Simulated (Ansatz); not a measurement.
`[NH]=[Ta]([NH2])([OH])[F]` + `OCC(F)(F)F` → `[NH]=[Ta]([NH2])([OH])[OH]` + `FCC(F)(F)F`  (formal exchange of groups at a Ta–F bond)

Program: Ansatz. Geometries: PBE0-D4/def2-TZVP. ΔE: electronic, gas phase. CBS: MP2 limit from def2 TZ/QZ plus the TZ coupled-cluster correction, frozen cores. DFT in def2-TZVPP. def2 core potentials past Kr. For Ta outer-core shells are correlated without core-valence functions, which leaves a few kJ/mol of doubt a bond. Each species was taken in one conformer, which may not be the lowest.

```csv
species,r2SCAN-D4 energy (Eh)
`[NH]=[Ta]([NH2])([OH])[F]`,-344.24618
`OCC(F)(F)F`,-452.77705
`[NH]=[Ta]([NH2])([OH])[OH]`,-320.20538
`FCC(F)(F)F`,-476.79807
```

Question: Work out ΔE.

Answer: ΔE = (-320.20538) + (-476.79807) − (-344.24618) − (-452.77705) = 0.01978 Eh = +12.4 kcal/mol. CCSD(T)/CBS gives +11.5 kcal/mol.

Question: What do rigid-rotor, harmonic-oscillator terms from PBE0-D4/def2-TZVP frequencies (298.15 K, 1 bar) make of the CCSD(T)/CBS value? (Estimate.)

Answer: Ansatz gave: ΔZPE = -1.1 kcal/mol, ΔH = +10.7 kcal/mol, ΔS = 6 J/(mol·K), ΔG = +10.3 kcal/mol.

Largest T1 diagnostic among the species: 0.018.

At CCSD(T), def2-SVP lies +1.7 kcal/mol from the extrapolated value and def2-TZVPP +0.0 kcal/mol. Leaving LDA and LC-ωPBE aside and taking each functional with its dispersion term where it has one, the values, not all of them listed here, spread over 1.2 kcal/mol, from BHLYP-D4 to revPBE-D4.
